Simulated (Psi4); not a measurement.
## InSiH7O (SMILES [SiH3][OH+][InH3-]): the dipole moment, rung by rung

InSiH7O: 10 atoms, total charge 0, spin state singlet. As SMILES, `[SiH3][OH+][InH3-]`. Geometry: optimised at PBE0/def2-TZVP.

Each level gives the dipole moment (D). The values are calculated.

```csv
level,kind,program,value (D),CPU time
"PBE-D4/def2-TZVPP (density fitting, core potential)",GGA,Psi4,3.17,96 s
"r2SCAN-D4/def2-TZVPP (density fitting, core potential)",meta-GGA,Psi4,3.20,4.1 min
"B3LYP-D4/def2-TZVPP (density fitting, core potential)",global hybrid,Psi4,3.23,92 s
"PBE0-D4/def2-TZVPP (density fitting, core potential)",global hybrid,Psi4,3.20,2.1 min
"wB97M-V/def2-TZVPP (density fitting, core potential)",range-separated hybrid,Psi4,3.21,5.2 min
```

The values span 3.17 to 3.23 D. Magnitudes only. Times are those of the runs behind each value, whatever else they computed, on shared processors of several kinds: orders of magnitude only.
